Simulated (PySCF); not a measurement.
# Computed properties of Zn(OH)2 (H2O2Zn), SMILES [Zn]([OH])[OH]

Zn(OH)2 (H2O2Zn), SMILES [OH][Zn][OH]. Geometry: PBE0-D3(BJ)/def2-TZVP. The isomer is the one that the SMILES or the coordinates give; other isomers of the formula were not compared. Other conformers were not sampled. All values are computed for the isolated molecule unless a solvent is named; none is compared with measurement here.

**Structure.** The optimised structure has C2 symmetry. All 9 harmonic modes at PBE0-D3(BJ)/def2-TZVP (PySCF) are real, so it is a minimum. With heavy atoms numbered as in [Zn:1]([OH:2])[OH:4], the shortest bond between them is Zn1–O4 at 1.766 Å and the longest Zn1–O2 at 1.766 Å.

**Vibrations.** The strongest infrared lines (harmonic, unscaled, degenerate partners summed) lie at 745 cm⁻¹ (223 km/mol, O 60 %, Zn 22 %, H 18 %), 144 cm⁻¹ (110 km/mol, H 54 %, O 36 %, Zn 10 %), 3909 cm⁻¹ (93 km/mol, H 94 %). The softest mode is at 144 cm⁻¹ and the zero-point energy is 16.1 kcal/mol.

**Electronic structure.** ωB97X/def2-TZVPD (PySCF) places the frontier levels at -11.07 and 0.64 eV, a gap of 11.71 eV, and gives a dipole moment of 1.90 D and a mean polarisability of 31.8 bohr³.

**Excitations.** TDA-ωB97X/def2-SVPD (PySCF) has S1 at 6.15 eV (202 nm, f = 0.027, weak); the most intense of the 10 singlets computed lies at 8.50 eV (f = 0.13). T1 (TDA) is at 5.80 eV, 0.35 eV under S1. No vertical singlet excitation falls in the visible range (under 3.1 eV).

**NMR.** GIAO shifts at B3LYP/pcSseg-2 (PySCF) (non-relativistic, atoms alike by connectivity averaged): ¹H at 0.4 ppm against TMS.
